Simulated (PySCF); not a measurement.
# `InChI=1S/C5H11NOS/c1-4-5(3-6-4)8(2)7/h4-6H,3H2,1-2H3/t4-,5+,8-/m0/s1`

Geometry:
```tsv
atom	x (Å)	y (Å)	z (Å)
C1	-2.136	0.870	0.620
C2	-0.727	0.648	0.088
N3	-0.634	-0.040	-1.209
C4	-0.259	-1.303	-0.560
C5	0.001	-0.536	0.733
S6	1.812	-0.340	1.109
C7	2.313	0.581	-0.413
O8	2.349	-1.693	0.949
H9	-2.666	1.582	-0.010
H10	-2.692	-0.066	0.636
H11	-2.096	1.266	1.632
H12	-0.185	1.600	0.083
H13	-1.484	-0.055	-1.761
H14	-1.060	-2.046	-0.476
H15	0.615	-1.782	-1.008
H16	-0.437	-0.941	1.644
H17	2.326	1.638	-0.174
H18	1.634	0.382	-1.234
H19	3.315	0.242	-0.655
```

Method: TDDFT CAM-B3LYP/def2-SVPD circular dichroism and optical rotation, one conformer, gas phase in PySCF. Geometry: GFN2-xTB.

The molecule is flexible and this is one conformer; a measurement averages over conformers.

(1) Assign R or S to each stereocentre.

(2) List the lowest 8 singlet excitations with oscillator and rotatory strengths.

Answers

(1) C2 S, C5 R, S6 S.

(2) Rotatory strengths R in 10⁻⁴⁰ esu² cm², velocity form and length form (origin at the centre of mass); f in length form.
| state | E (eV) | λ (nm) | f | R (velocity) | R (length) | main |
| --- | --- | --- | --- | --- | --- | --- |
| 1 | 5.74 | 216 | 0.021 | +9.7 | +12.3 | HOMO→LUMO+1 0.66 |
| 2 | 6.11 | 203 | 0.042 | -37.4 | -38.3 | HOMO→LUMO+2 0.48, HOMO→LUMO+4 0.16 |
| 3 | 6.36 | 195 | 0.011 | +13.5 | +13.8 | HOMO−1→LUMO 0.55, HOMO−1→LUMO+3 0.12 |
| 4 | 6.45 | 192 | 0.051 | +7.2 | +7.6 | HOMO→LUMO+3 0.46, HOMO→LUMO 0.41 |
| 5 | 6.72 | 184 | 0.005 | +9.3 | +8.8 | HOMO−1→LUMO+1 0.37, HOMO−2→LUMO+1 0.30 |
| 6 | 6.81 | 182 | 0.0008 | +2.0 | +0.8 | HOMO−1→LUMO+1 0.33, HOMO−2→LUMO+1 0.26 |
| 7 | 6.88 | 180 | 0.042 | -38.3 | -35.9 | HOMO→LUMO+4 0.25, HOMO→LUMO+2 0.20 |
| 8 | 7.05 | 176 | 0.002 | -3.7 | -3.0 | HOMO→LUMO+5 0.21, HOMO→LUMO+3 0.20 |

Among the states computed, the strongest CD band (largest |R|) is state 7. The largest dissymmetry factor in size, g = 4R/(D+G), with D and G the electric and magnetic dipole strengths, is +0.051 for state 6 (velocity form, f = 0.0004), among bands with |R| over 0.5. The mirror image has the same energies and oscillator strengths and all R with the opposite sign.
